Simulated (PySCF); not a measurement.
A PySCF script (with the pyscf-properties extension) for the NMR shieldings of SMILES CBO[SiH2]c1ccccc1, C₇H₁₁BOSi, on a GFN2-xTB geometry:

```python
import basis_set_exchange as bse
import numpy as np
from pyscf import gto, dft
from pyscf.prop import nmr

atoms = """
C     3.359138   -0.902057    0.219825
B     2.851492    0.413749   -0.509097
O     1.864728    1.146704   -0.028054
Si    0.653368    1.469993    0.989771
C    -0.863445    0.525045    0.380321
C    -0.762914   -0.485408   -0.572533
C    -1.880454   -1.177439   -1.004312
C    -3.127751   -0.867781   -0.489110
C    -3.248743    0.135963    0.458154
C    -2.126735    0.821178    0.885890
H     2.865039   -1.070211    1.173879
H     3.180108   -1.775130   -0.406317
H     4.432940   -0.868249    0.392235
H     3.346474    0.767785   -1.521766
H     0.487977    2.921383    0.882318
H     0.979863    1.067642    2.365772
H     0.208420   -0.728102   -0.981932
H    -1.779103   -1.959348   -1.743939
H    -4.003198   -1.405528   -0.823811
H    -4.220377    0.383628    0.861493
H    -2.225749    1.603126    1.625446
"""
names = dict.fromkeys(["C", "B", "O", "Si", "H"], "pcSseg-1")
basis = {el: gto.basis.parse(bse.get_basis(n, elements=[el], fmt="nwchem")) for el, n in names.items()}
mol = gto.M(atom=atoms, basis=basis, charge=0, verbose=0)
mf = dft.RKS(mol, xc="PBE0")
mf.grids.level = 2
mf.grids.alignment = dft.numint.BLKSIZE   # the property module wants whole blocks of grid points
mf.conv_tol = 1e-9
mf.kernel()

calc = nmr.RKS(mf)   # GIAO
C = mf.mo_coeff
Co = C[:, mf.mo_occ > 0]
resp = mf.gen_response(singlet=True, hermi=2)
def vind(x):   # induced exchange potential for any number of trial vectors
    d = np.einsum("pi,xij,qj->xpq", C, 2 * x.reshape(-1, C.shape[1], Co.shape[1]), Co, optimize=True)
    return np.einsum("xpq,pi,qj->xij", resp(d - d.transpose(0, 2, 1)), C, Co, optimize=True).ravel()
mo1, _ = nmr.rhf.solve_mo1(calc, with_cphf=vind)
sigma = calc.kernel(mo1)
for i, s in enumerate(sigma):   # ppm
    print("%2d %-2s %9.2f" % (i, mol.atom_pure_symbol(i), np.trace(s) / 3))
```

**Question.** What does it print?

**Answer.** 
```
 0 C     176.59
 1 B      49.93
 2 O     157.90
 3 Si    387.76
 4 C      48.91
 5 C      48.51
 6 C      53.37
 7 C      51.10
 8 C      53.70
 9 C      49.15
10 H      31.28
11 H      31.05
12 H      30.97
13 H      25.84
14 H      25.95
15 H      25.72
16 H      24.11
17 H      23.98
18 H      23.99
19 H      24.00
20 H      24.03
```

These numbers come from an equivalent density-fitted implementation of the same equations, which agrees with the script to about 0.01 ppm for H and up to a few tenths of a ppm for heavy atoms, so last digits may differ.

Size and cost of the density-fitted run: 232 basis functions, 100 s wall time on 1 thread of an Arm Neoverse N1, shared host; peak memory 1.1 GiB.
